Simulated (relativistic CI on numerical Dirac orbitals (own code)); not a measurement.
## Electric-dipole lines of Zr²¹⁺

Calculated at this level of theory: Dirac-Coulomb-Breit CI, orbitals from a KLI potential per configuration, model QED, unscaled Slater integrals (own radial code, finite nucleus).

Configuration list (outside the closed core [Ne]): 3s²3p⁶3d, 3s²3p⁵3d², 3s3p⁶3d², 3s²3p⁶4s, 3s²3p⁶4p, 3s²3p⁶4d, 3s²3p⁶4f, 3s²3p⁵3d4s, 3s²3p⁵3d4p, 3s²3p⁵3d4d, 3s3p⁶3d4s, 3s²3p⁶5s, 3s²3p⁶5p, 3s3p⁶3d4p, 3s²3p⁵3d4f, 3p⁶3d²4p, 3s²3p⁶5d, 3s²3p⁶5f, 3s²3p⁶5g, 3s3p⁶3d4d, 3s3p⁶3d4f, 3p⁶3d³, 3p⁵3d⁴, 3p⁶3d²4s, 3p⁵3d³4s, 3p⁶3d²4d, 3p⁵3d³4d. Double excitations out of closed p, d and f shells are left out; levels of such configurations are missing from the list, as are those of other unlisted configurations, and high levels can miss mixing partners. These lack a partner that the ground configuration has and come out too high: 3s²3p⁵3d4p, 3s²3p⁵3d4f.

```csv
λ vac (Å),Lower,Upper,A (s⁻¹),log gf,S velocity/length
21.132,3s²3p⁶3d ²D5/2 [2],3s²3p⁵3d4d ²G°7/2 [388],5.82e+11,-0.51,0.95
21.147,3s²3p⁶3d ²D5/2 [2],3s²3p⁵3d4d ⁴D°3/2 [387],1.62e+12,-0.36,0.91
21.251,3s²3p⁶3d ²D5/2 [2],3s²3p⁵3d4d ²F°7/2 [366],2.26e+12,0.09,0.95
21.306,3s²3p⁶3d ²D3/2 [1],3s²3p⁵3d4d ⁴G°5/2 [340],1.32e+12,-0.27,0.95
21.313,3s²3p⁶3d ²D5/2 [2],3s²3p⁵3d4d ²D°5/2 [356],1.96e+12,-0.10,0.92
21.444,3s²3p⁶3d ²D3/2 [1],3s²3p⁵3d4d ²P°1/2 [321],2.13e+12,-0.53,1.00
21.495,3s²3p⁶3d ²D3/2 [1],3s²3p⁵3d4d ⁴G°5/2 [316],1.11e+12,-0.34,0.93
21.577,3s²3p⁶3d ²D5/2 [2],3s²3p⁵3d4d ²D°5/2 [320],1.00e+12,-0.38,0.92
21.686,3s²3p⁶3d ²D5/2 [2],3s²3p⁵3d4d ²F°7/2 [309],1.18e+12,-0.18,0.94
21.722,3s²3p⁶3d ²D3/2 [1],3s²3p⁵3d4d ²P°3/2 [284],1.23e+12,-0.46,0.92
21.822,3s²3p⁶3d ²D3/2 [1],3s²3p⁵3d4d ²P°1/2 [273],1.85e+12,-0.58,0.99
21.836,3s²3p⁶3d ²D5/2 [2],3s²3p⁵3d4d ²D°5/2 [286],1.82e+12,-0.11,0.93
21.856,3s²3p⁶3d ²D5/2 [2],3s²3p⁵3d4d ²P°3/2 [284],1.94e+12,-0.25,0.96
21.893,3s²3p⁶3d ²D3/2 [1],3s²3p⁵3d4d ²D°5/2 [259],1.22e+12,-0.28,0.93
21.895,3s²3p⁶3d ²D3/2 [1],3s²3p⁵3d4d ²P°3/2 [257],1.80e+12,-0.29,0.91
21.909,3s²3p⁶3d ²D5/2 [2],3s²3p⁵3d4d ²F°7/2 [279],9.90e+11,-0.24,0.96
21.918,3s²3p⁶3d ²D3/2 [1],3s²3p⁵3d4d ²P°1/2 [251],3.24e+12,-0.33,0.94
21.972,3s²3p⁶3d ²D5/2 [2],3s²3p⁵3d4d ²F°7/2 [271],2.53e+12,0.17,0.95
21.987,3s²3p⁶3d ²D5/2 [2],3s²3p⁵3d4d ²P°3/2 [266],1.44e+12,-0.38,0.98
22.000,3s²3p⁶3d ²D3/2 [1],3s²3p⁵3d4d ²F°5/2 [234],2.13e+12,-0.03,0.95
22.012,3s²3p⁶3d ²D3/2 [1],3s²3p⁵3d4d ⁴D°3/2 [231],1.83e+12,-0.28,0.91
22.115,3s²3p⁶3d ²D5/2 [2],3s²3p⁵3d4d ²D°5/2 [238],2.21e+12,-0.01,0.90
25.075,3s²3p⁶3d ²D3/2 [1],3s²3p⁶4f ²F°5/2 [101],5.46e+12,0.49,0.98
25.242,3s²3p⁶3d ²D5/2 [2],3s²3p⁶4f ²F°7/2 [102],5.92e+12,0.66,0.98
25.460,3s²3p⁶3d ²D5/2 [2],3s²3p⁵3d4s ²D°5/2 [100],6.63e+11,-0.41,0.97
25.533,3s²3p⁶3d ²D5/2 [2],3s²3p⁵3d4s ⁴D°7/2 [99],4.77e+11,-0.43,0.97
25.568,3s²3p⁶3d ²D3/2 [1],3s²3p⁵3d4s ²D°5/2 [98],6.18e+11,-0.44,0.95
25.740,3s²3p⁶3d ²D3/2 [1],3s²3p⁵3d4s ⁴F°5/2 [94],7.32e+11,-0.36,0.96
25.832,3s²3p⁶3d ²D5/2 [2],3s²3p⁵3d4s ²F°7/2 [96],9.11e+11,-0.14,0.95
74.623,3s²3p⁶3d ²D3/2 [1],3s²3p⁵3d² ²D°3/2 [45],9.09e+11,0.48,0.64
75.817,3s²3p⁶3d ²D5/2 [2],3s²3p⁵3d² ²D°5/2 [47],8.75e+11,0.66,0.62
75.913,3s²3p⁶3d ²D5/2 [2],3s²3p⁵3d² ²P°3/2 [46],7.44e+11,0.41,0.71
76.078,3s²3p⁶3d ²D3/2 [1],3s²3p⁵3d² ²P°1/2 [44],6.18e+11,0.03,0.74
76.996,3s²3p⁶4p ²P°1/2 [65],3s²3p⁵3d4p ²D3/2 [208],6.92e+11,0.39,0.64
77.176,3s²3p⁶4p ²P°3/2 [66],3s²3p⁵3d4p ²D5/2 [246],7.15e+11,0.58,0.65
77.468,3s²3p⁶4s ²S1/2 [64],3s²3p⁵3d4s ²P°3/2 [150],7.60e+11,0.44,0.64
77.781,3s²3p⁶4p ²P°3/2 [66],3s²3p⁵3d4p ²P3/2 [240],7.18e+11,0.42,0.63
80.637,3s²3p⁶3d ²D5/2 [2],3s²3p⁵3d² ²F°7/2 [43],3.95e+11,0.49,0.63
83.652,3s²3p⁶3d ²D3/2 [1],3s²3p⁵3d² ²F°5/2 [41],3.21e+11,0.31,0.62
86.442,3s²3p⁶3d ²D3/2 [1],3s²3p⁵3d² ²D°5/2 [38],5.57e+10,-0.43,0.61
112.54,3s²3p⁵3d² ²H°11/2 [20],3s3p⁶3d² ²G9/2 [58],9.20e+10,0.24,0.89
116.19,3s²3p⁵3d² ⁴G°11/2 [10],3s3p⁶3d² ⁴F9/2 [51],8.33e+10,0.23,0.92
117.44,3s²3p⁵3d² ⁴G°9/2 [8],3s3p⁶3d² ⁴F7/2 [50],7.99e+10,0.12,0.89
119.43,3s²3p⁵3d² ⁴G°7/2 [9],3s3p⁶3d² ⁴F5/2 [49],5.34e+10,-0.16,0.89
122.98,3s²3p⁵3d² ⁴F°9/2 [17],3s3p⁶3d² ⁴F9/2 [51],4.14e+10,-0.03,0.73
```

Terms are leading LS components. Brackets give the number of a level in order of energy, since labels repeat. The list gives strong lines, with weight on those to low levels, among the lowest 400 of 1963 levels, so that lines to higher ones, which can be the strongest, are missing. Levels whose partners in the same complex of configurations lie outside the list can be far off, and so can their lines. Rates are taken at the computed energies, electric ones in the length gauge. A velocity-to-length ratio far from 1 marks an uncertain rate.

At this charge energies of transitions that change n are usually good to better than 1 %, and those within a shell (Δn = 0) to a few per cent.

LS names give the leading component of a level, which can be under half, so a name can repeat, a term be missing and a line seem to break the LS rules.
